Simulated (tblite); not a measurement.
Compound: C₇H₉O₂ (charge -1).
Atom-mapped SMILES: `[CH3:1][C@@H:2]1[CH2:3][C:4](=[O:5])[CH:6]=[C:7]([O-:8])[CH2:9]1` (hydrogens: H10, H11, H12 on C1; H13 on C2; H14, H15 on C3; H16 on C6; H17, H18 on C9)

Structure optimised with GFN2-xTB, isolated species.

Problem. List the bond lengths, angles and torsions at this level.

Solution. 
```json
{"bond": "C1–C2", "length (Å)": "1.530", "order": "single"}
{"bond": "C2–C3, C2–C9", "length (Å)": "1.521", "order": "single"}
{"bond": "C3–C4, C7–C9", "length (Å)": "1.538", "order": "single"}
{"bond": "C4=O5, C7–O8", "length (Å)": "1.246", "order": "double/single"}
{"bond": "C4–C6, C6=C7", "length (Å)": "1.398", "order": "single/double"}
{"bond": "C1–H10, C1–H11, C1–H12", "length (Å)": "1.090", "order": "single"}
{"bond": "C2–H13", "length (Å)": "1.098", "order": "single"}
{"bond": "C3–H14, C9–H17", "length (Å)": "1.096", "order": "single"}
{"bond": "C3–H15, C9–H18", "length (Å)": "1.094", "order": "single"}
{"bond": "C6–H16", "length (Å)": "1.083", "order": "single"}
```

Bonds in one row agree within 0.01 Å and their mean is given. Orders are formal, as drawn. A selection of angles:
```json
{"angle": "C1–C2–C3", "degrees": "111.5"}
{"angle": "C3–C2–C9", "degrees": "108.3"}
{"angle": "C2–C3–C4", "degrees": "111.8"}
{"angle": "C3–C4–O5", "degrees": "118.2"}
{"angle": "C3–C4–C6", "degrees": "116.6"}
{"angle": "O5–C4–C6", "degrees": "125.2"}
{"angle": "C4–C6–C7", "degrees": "125.8"}
```

Dihedral angles: C1–C2–C3–C4 179° (antiperiplanar); C2–C3–C4–O5 -151° (antiperiplanar); C3–C4–C6–C7 0° (synperiplanar); C4–C6–C7–O8 179° (antiperiplanar); C6–C7–C9–C2 -29° (synperiplanar); C1–C2–C9–C7 180° (antiperiplanar).

The 6-membered ring C2–C3–C4–C6–C7–C9 has internal angles of 108.3° to 125.8° (sum 691°, against 720° for a flat polygon); it is puckered, 0.21 Å rms from its mean plane, widest ring torsion 58°. C6 (carbon bonded to 2 C and H) is planar (angles 125.8°, 117.1° and 117.0°, sum 360.0°, 0.00 Å off the plane of its three neighbours). Of the pairs four or more bonds apart, C6···H13 is among the closest relative to their van der Waals radii: 2.95 Å, 102 % of the sum of Bondi's values. The 7 C–C bonds span 1.398 Å (C4–C6, drawn single) to 1.538 Å (C7–C9, drawn single), a spread of 0.140 Å. C4 (carbon bonded to 2 C and O) is planar (angles 125.2°, 118.2° and 116.6°, sum 360.0°, 0.01 Å off the plane of its three neighbours).

Point group: Cs (tolerance 0.08 Å). Its GFN2-xTB frequencies are all real (lowest 94 cm⁻¹). 2 starts were optimised and ended at 0.00 and 0.48 kcal/mol (GFN2-xTB); the lowest of these is shown.

On one thread, Arm Neoverse N1 (aarch64), shared host, this took 0.47 s wall. That covers the optimisation of the geometry.

One conformer stands for the species.

The numbers are calculated, not measured.
